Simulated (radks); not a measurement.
Question: These are the eigenvalues of the occupied orbitals of an atom or ion with whole-number occupations (hartree). All-electron calculation, Dirac Kohn-Sham, PBEsol, spin-unpolarised, spherical densities, finite nucleus; Fermi nuclear charge, rms radius of each element as measured or else 0.836 A^(1/3) + 0.57 fm. Program: a radial shooting solver on a logarithmic mesh with Libxc functionals.

orbital  eigenvalue
1s1/2     -489.3880
2s1/2     -64.10092
2p1/2     -57.78786
2p3/2     -56.04398
3s1/2      -9.21498
3p1/2      -7.01963
3p3/2      -6.76813
3d3/2      -2.95500
3d5/2      -2.91491
4p1/2      -0.60742
4p3/2      -0.58375
4d3/2      -0.03593
4d5/2      -0.03519

Which element is it, and in what charge state? The configuration may be excited. Open shells, if any, are shared by 2j + 1.

Answer: Z = 35, bromine, charge 0: Br in [Ar] 3d10 4p5 4d2. The list shows which subshells hold electrons but not how many an open one holds; the 1s level, -489.39 hartree, gives Z - s = 31.3 by -(Z - s)^2/2, which with screening and relativity narrows Z to a few neighbours, and the depths of the outer levels then fix element, charge and occupations together.
